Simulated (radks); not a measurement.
Question: Radial electron density D(r) = 4 pi r^2 rho(r) of an atom or ion with 8 electrons. All-electron calculation, scalar-relativistic Kohn-Sham, r2SCAN, spin-polarised, spherical densities, finite nucleus; meta-GGA in the generalised Kohn-Sham scheme; Fermi nuclear charge, rms radius of each element as measured or else 0.836 A^(1/3) + 0.57 fm. Program: a radial shooting solver on a logarithmic mesh with Libxc functionals.

r (bohr),D(r) (e/bohr),spin D(r)
0.008711,1.361,-0.000128
0.009666,1.630,-0.000124
0.01064,1.920,-0.000106
0.01181,2.286,-0.0000612
0.013,2.676,0.0000157
0.01431,3.123,0.000145
0.01587,3.676,0.000374
0.01747,4.255,0.000707
0.01923,4.904,0.00121
0.02134,5.686,0.00204
0.02349,6.482,0.00317
0.02607,7.420,0.00498
0.02869,8.349,0.00740
0.03158,9.325,0.0108
0.03505,10.42,0.0162
0.03858,11.43,0.0231
0.0428,12.51,0.0337
0.04712,13.44,0.0473
0.05186,14.27,0.0659
0.05755,15.01,0.0933
0.06335,15.51,0.128
0.06973,15.78,0.173
0.07737,15.79,0.238
0.08517,15.52,0.317
0.0945,14.94,0.426
0.104,14.15,0.554
0.1145,13.18,0.713
0.1271,12.02,0.923
0.1399,10.93,1.16
0.154,9.945,1.43
0.1708,9.103,1.77
0.188,8.624,2.11
0.2086,8.483,2.51
0.2297,8.702,2.88
0.2528,9.207,3.24
0.2805,9.962,3.59
0.3088,10.71,3.83
0.3426,11.38,3.98
0.3771,11.72,3.99
0.4151,11.70,3.87
0.4606,11.18,3.59
0.5071,10.26,3.21
0.5582,8.999,2.75
0.6193,7.378,2.20
0.6817,5.808,1.70
0.7564,4.195,1.21
0.8327,2.908,0.823
0.9166,1.881,0.524
1.017,1.077,0.296
1.119,0.5908,0.160
1.232,0.2961,0.0791
1.367,0.1254,0.0330
1.505,0.05073,0.0131
1.67,0.01667,0.00423
1.838,0.005223,0.00130

What is the nuclear charge?

Answer: Z = 14. The innermost maximum, from 1s, lies near gamma/Z bohr with gamma = sqrt(1 - (Z/c)^2) = 0.995, here 0.0711 bohr (found: 0.0737), and its height grows with Z. The density is that of the silicon ion Si6+ in [He] 2s2 2p4; the configuration itself is not fixed sharply by these data, and Z only to about a unit. D(r) has 2 maxima, at r = 0.0737, 0.393 bohr, and minima at 0.205 bohr, inside which lie 2.22 electrons.
